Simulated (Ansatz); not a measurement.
Reaction (substitution at a C–C bond): `CC1C=CCC1` + `[OH][Al]([F])[Cl]` → `C[O][Al]([F])[Cl]` + `C1=CCCC1`

Calculated with Ansatz (gas phase, PBE0-D4/def2-TZVP geometries, no zero-point term in ΔE). CCSD(T)/CBS is the MP2 limit (def2-TZVPP, def2-QZVPP) plus CCSD(T) − MP2 in def2-TZVPP, frozen cores. This one scheme is used for every species. DFT in def2-TZVPP. HSE06 is defined as in plane-wave codes. Each species was taken in one conformer, which may not be the lowest.

```json
{"level": "r2SCANh-D4", "ΔE (kcal/mol)": "14.7", "difference from CCSD(T)/CBS": "-1.3"}
{"level": "HSE06-D4", "ΔE (kcal/mol)": "14.6", "difference from CCSD(T)/CBS": "-1.4"}
{"level": "CAM-B3LYP-D4", "ΔE (kcal/mol)": "13.4", "difference from CCSD(T)/CBS": "-2.6"}
{"level": "ωB97X-V", "ΔE (kcal/mol)": "14.0", "difference from CCSD(T)/CBS": "-2.0"}
{"level": "PBE-QIDH", "ΔE (kcal/mol)": "15.6", "difference from CCSD(T)/CBS": "-0.4"}
{"level": "PBE", "ΔE (kcal/mol)": "13.5", "difference from CCSD(T)/CBS": "-2.5"}
{"level": "HSE06", "ΔE (kcal/mol)": "14.0", "difference from CCSD(T)/CBS": "-2.0"}
{"level": "RPA@PBE/def2-TZVPP", "ΔE (kcal/mol)": "14.3", "difference from CCSD(T)/CBS": "-1.7"}
{"level": "HF/def2-SVP", "ΔE (kcal/mol)": "9.2", "difference from CCSD(T)/CBS": "-6.8"}
{"level": "CCSD(T)/def2-TZVPP", "ΔE (kcal/mol)": "15.6", "difference from CCSD(T)/CBS": "-0.4"}
{"level": "CCSD(T)/CBS", "ΔE (kcal/mol)": "16.0", "difference from CCSD(T)/CBS": "0"}
```

Largest T1 diagnostic among the species: 0.011.

At CCSD(T), def2-SVP lies −2.7 kcal/mol from the extrapolated value and def2-TZVPP −0.4 kcal/mol. Leaving LDA and LC-ωPBE aside and taking each functional with its dispersion term where it has one, the values, not all of them listed here, spread over 2.4 kcal/mol, from BLYP-D4 to PBE-QIDH. LDA lies +1.7 kcal/mol from PBE without D4. In def2-TZVPP, CCSD(T) changes the Hartree–Fock value by +4.4 kcal/mol (the triples alone add +0.5 kcal/mol) and MP2 by +6.2 kcal/mol.
